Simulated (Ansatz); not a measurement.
`[SiH3][O][Mg][O][SiH3]` + `C[S][Mg][OH]` → `C[S][Mg][O][SiH3]` + `[OH][Mg][O][SiH3]`  (ligand exchange at the Si–O bond)

Computed with Ansatz on PBE0-D4/def2-TZVP structures; ΔE is electronic, products minus reactants. CCSD(T)/CBS is the MP2 limit (def2-TZVPP, def2-QZVPP) plus CCSD(T) − MP2 in def2-TZVPP, frozen cores. DFT in def2-TZVPP. For Mg outer-core shells are correlated without core-valence functions, which leaves a few kJ/mol of doubt a bond. One conformer a species, not always the lowest.

| level | ΔE (kcal/mol) |
| --- | --- |
| PBE0-D4 | -0.2 |
| r2SCANh-D4 | -0.2 |
| r2SCANh | -0.2 |
| SCS-MP2/def2-TZVPP | -0.1 |

**Question.** What does CCSD(T)/CBS give? (Estimate.)

**Answer.** The calculation gave: +0.3 kcal/mol. The listed levels differ from it by -0.5, -0.5, -0.5, -0.4 kcal/mol.

Largest T1 diagnostic among the species: 0.011.

At CCSD(T), def2-SVP lies −0.7 kcal/mol from the extrapolated value and def2-TZVPP −0.5 kcal/mol. Leaving LDA and LC-ωPBE aside and taking each functional with its dispersion term where it has one, the values, not all of them listed here, spread over 0.2 kcal/mol, from B97M-V to CAM-B3LYP-D4.
